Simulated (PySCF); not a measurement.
How methods differ on the ionisation energy of Zr(38+)

Zr(38+) 1s2 (1S) → Zr(39+) 1s1 (2S), as a difference of total energies. Calculation: PySCF 2.14, in an even-tempered Gaussian basis (17 s from 62 bohr⁻², ratio 2.2; 7 p from 95 bohr⁻², ratio 2.4; 4 d from 280 bohr⁻², ratio 2.4; 3 f from 430 bohr⁻², ratio 2.4; 3 g from 640 bohr⁻², ratio 2.4); scalar relativity by spin-free X2C-1e. Correlated levels: nothing frozen; virtual orbitals above 40 to 60 times the deepest correlated orbital energy dropped. The calculations carry no spin-orbit coupling.

| method | ionisation energy (eV) |
| --- | --- |
| UHF | 21542.2 |
| LDA | 21499.4 |
| PBE | 21538.6 |
| PBE0 | 21539.7 |
| r2SCAN | 21544.6 |
| revPBE | 21543.7 |
| PBEsol | 21523.4 |
| MP2 (all electrons) | 21543.6 |
| SCS-MP2 (all electrons) | 21543.9 |

For this ion Breit and QED terms and the two-electron picture change, all absent here, outweigh the differences among the correlated methods.

For comparison: 21516.5 eV (theoretical estimate listed by NIST; NIST Atomic Spectra Database, ionization energies).
